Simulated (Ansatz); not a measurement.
phosphorus nitride (NP), singlet, at a GFN2-xTB geometry; MP2/def2-TZVP in Ansatz (an electronic-structure program).

Input for Ansatz:
Ansatz 0.2 input:
```yaml
crystal:
  periodic: [false, false, false]
  atoms:
    - {symbol: N, position_ang: [-0.00000000, -0.00000000, -0.99436149]}
    - {symbol: P, position_ang: [0.00000000, 0.00000000, 0.46403536]}
basis:
  gaussian:
    orbitals: def2-TZVP
magnetization: {spin_polarized: false}
correlation: {method: mp2, electrons: outside_noble_gas}
accuracy: high
```

Output, abridged:

```
Functional definition: HF
945 factors; integrals over basis functions are off by at most 3.8e-9 eV
mean field evaluation 1: about -10749.6831 eV, gradient 3.9e1 eV
mean field evaluation 2: about -10749.7022 eV, gradient 3.9e1 eV
mean field evaluation 4: about -10753.2884 eV, gradient 2.5e0 eV
mean field evaluation 8: about -10753.3239 eV, gradient 8.2e-2 eV
mean field evaluation 16: about -10753.3239 eV, gradient 1.9e-8 eV
mean field -10753.32394809 eV, -395.1773662277 hartree, gradient 1.9e-8 eV, S^2 0.000000; 0 other end points of the search recorded, 0 dependent functions left out; unrestricted orbitals would lower it
6 core orbitals not correlated
reference -10753.32394809 eV, -395.1773662277 hartree; 5, 5 occupied and 57, 57 virtual orbitals, 945 factors
second order -9.24695056 eV of doubles, -0.00000000 eV of singles
Total energy: -10762.57089865 eV, -395.5171853930 hartree
```
